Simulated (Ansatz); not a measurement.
`B[SiH2]O` + `[OH][GeH2][OH]` → `O[SiH2][O][GeH2][OH]` + BH₃  (cleavage of the Si–B bond)

Computed with Ansatz on PBE0-D4/def2-TZVP structures; ΔE is electronic, products minus reactants. CCSD(T)/CBS adds triple-zeta CCSD(T) − MP2 to the extrapolated MP2 energy (def2 sets, frozen cores). This one scheme is used for every species. Functionals use def2-TZVPP. For Ge outer-core shells are correlated without core-valence functions, which leaves a few kJ/mol of doubt a bond. Scalar relativity is left out up to krypton. Each species was taken in one conformer, which may not be the lowest.

| species | PBE energy (Eh) |
| --- | --- |
| `B[SiH2]O` | -392.33216 |
| `[OH][GeH2][OH]` | -2229.49050 |
| `O[SiH2][O][GeH2][OH]` | -2595.31699 |
| BH₃ | -26.55289 |

Work out ΔE.

ΔE = (-2595.31699) + (-26.55289) − (-392.33216) − (-2229.49050) = -0.04722 Eh = -29.6 kcal/mol. CCSD(T)/CBS gives -36.9 kcal/mol.

Largest T1 diagnostic among the species: 0.012.

In def2-TZVPP, CCSD(T) changes the Hartree–Fock value by +4.6 kcal/mol (the triples alone add +0.4 kcal/mol) and MP2 by +2.6 kcal/mol. From PBE to PBE0 (25 % exact exchange), in def2-TZVPP and without D4, ΔE moves by −2.6 kcal/mol. The D4 term adds −1.3 kcal/mol with B3LYP and −0.8 kcal/mol with PBE0; it sums over pairs of atoms, weighted by their polarisabilities, and B3LYP, whose exchange is more repulsive, gets the larger term.

B3LYP here is the variant with VWN-RPA as its local correlation; programs differ in this.
